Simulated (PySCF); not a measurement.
# The third ionisation energy along group 13

All values are computed (PySCF 2.14, energy differences of UHF-based or UKS calculations, no spin-orbit coupling). Values in eV. The last column holds reference values (NIST; (s) semi-empirical, (t) theoretical, else measured). Unmarked ones compare directly (S terms, centres of terms, or small fine structure); those marked * lie between the lowest fine-structure levels and include a spin-orbit shift.

```json
{"element": "B (x2c-TZVPPall, spin-free X2C)", "configurations": "[He] 2s1 → 1s2", "UHF": "37.821", "SCS-MP2 (valence and next inner shell)": "37.838", "CCSD (valence and next inner shell)": "37.841", "CCSD(T) (valence and next inner shell)": "37.841", "LDA": "37.891", "PBE": "38.278", "reference": "37.931"}
{"element": "Al (x2c-TZVPPall, spin-free X2C)", "configurations": "[Ne] 3s1 → [Ne]", "UHF": "28.070", "SCS-MP2 (valence and next inner shell)": "28.261", "CCSD (valence and next inner shell)": "28.327", "CCSD(T) (valence and next inner shell)": "28.332", "LDA": "28.828", "PBE": "28.827", "reference": "28.448"}
{"element": "Ga (x2c-TZVPPall, spin-free X2C)", "configurations": "[Ar] 3d10 4s1 → [Ar] 3d10", "UHF": "29.626", "SCS-MP2 (valence and next inner shell)": "30.070", "CCSD (valence and next inner shell)": "30.114", "CCSD(T) (valence and next inner shell)": "30.144", "LDA": "31.869", "PBE": "31.547", "reference": "30.726"}
{"element": "In (x2c-TZVPPall, spin-free X2C)", "configurations": "[Kr] 4d10 5s1 → [Kr] 4d10", "UHF": "26.662", "SCS-MP2 (valence and next inner shell)": "27.716", "CCSD (valence and next inner shell)": "27.808", "CCSD(T) (valence and next inner shell)": "27.845", "LDA": "28.965", "PBE": "28.543", "reference": "28.044"}
{"element": "Tl (x2c-TZVPPall, spin-free X2C)", "configurations": "[Xe] 4f14 5d10 6s1 → [Xe] 4f14 5d10", "UHF": "28.217", "SCS-MP2 (valence and next inner shell)": "29.555", "CCSD (valence and next inner shell)": "29.556", "CCSD(T) (valence and next inner shell)": "29.604", "LDA": "30.846", "PBE": "30.380", "reference": "29.852"}
```

**Question.** Which of these methods has the smallest mean absolute error against the measured values here?

**Answer.** CCSD(T) (valence and next inner shell), with 0.247 eV.

```tsv
method	elements	mean error (eV)	mean absolute error (eV)	largest error (eV)
UHF	5	-0.921	0.921	-1.635
SCS-MP2 (valence and next inner shell)	5	-0.312	0.312	-0.656
CCSD (valence and next inner shell)	5	-0.271	0.271	-0.612
CCSD(T) (valence and next inner shell)	5	-0.247	0.247	-0.582
LDA	5	0.680	0.695	1.143
PBE	5	0.515	0.515	0.821
```

Errors include the incompleteness of the basis and the frozen core.

"Valence" correlates the outer s and p shells and, in groups 3 to 12 and the f block, the outer d or f shell, open or full, or the next shell where the ion has no valence electron left; the wider scheme adds the next inner shell.
